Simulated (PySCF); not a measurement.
# Tin: highly charged ions in a basis for the neutral atom

Sn¹⁸⁺ [Ar] 3d10 4s2 4p2, Sn¹⁹⁺ [Ar] 3d10 4s2 4p1. All numbers are calculated (PySCF 2.14, a scalar-relativistic core potential, in def2-TZVP with the def2 core potential (28 electrons) (6s5p3d2f, 50 functions)). No spin-orbit coupling, so a gap to NIST mixes the basis error with missing relativistic terms.

Changed run: basis of the neutral atom used for a highly charged ion. This setting is unsound on purpose.

| species | method | sound run (hartree) | changed run (hartree) | converged |
| --- | --- | --- | --- | --- |
| Sn¹⁸⁺ | UHF | not run | -83.01867 | yes |
| Sn¹⁸⁺ | MN15 | not run | -83.09114 | yes |
| Sn¹⁸⁺ | LDA | not run | -83.01703 | yes |
| Sn¹⁹⁺ | UHF | not run | -64.80227 | yes |
| Sn¹⁹⁺ | MN15 | not run | -64.93110 | yes |
| Sn¹⁹⁺ | LDA | not run | -64.81135 | yes |

Ionisation energy of Sn¹⁸⁺:

| method | changed run (eV) | NIST (eV) |
| --- | --- | --- |
| UHF | 495.69 | 506 ± 3 |
| MN15 | 494.16 | 506 ± 3 |
| LDA | 495.40 | 506 ± 3 |

The contracted functions were made for the neutral atom and can be too rigid for a highly charged ion.
